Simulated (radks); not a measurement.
The mean radii <r> (bohr) of the occupied orbitals of an atom or ion are listed with their occupations. Calculated with a radial shooting solver on a logarithmic mesh with Libxc functionals: scalar-relativistic Kohn-Sham, LDA (Slater exchange, VWN5 correlation), spin-polarised, spherical densities, finite nucleus; Fermi nuclear charge, rms radius of each element as measured or else 0.836 A^(1/3) + 0.57 fm.

orbital  occ.      <r>
1s up       1  0.02276
1s down     1  0.02276
2s up       1  0.09667
2s down     1  0.09659
2p up       3  0.08508
2p down     3  0.08498
3s up       1   0.2443
3s down     1   0.2448
3p up       3   0.2400
3p down     3   0.2406
3d up       5   0.2146
3d down     1   0.2153

Name the element and its charge. Open shells, if any, are filled with parallel spins first.

Answer. Z = 62, samarium, charge +38: Sm38+ in [Ar] 3d6. The 1s radius gives Z: for a bare nucleus <r> = (2 gamma + 1)/(2Z) with gamma = sqrt(1 - (Z/c)^2), 0.02245 bohr for Z = 62, and screening makes it slightly larger (0.02276 here). The occupations add up to 24, and the charge is Z minus that.
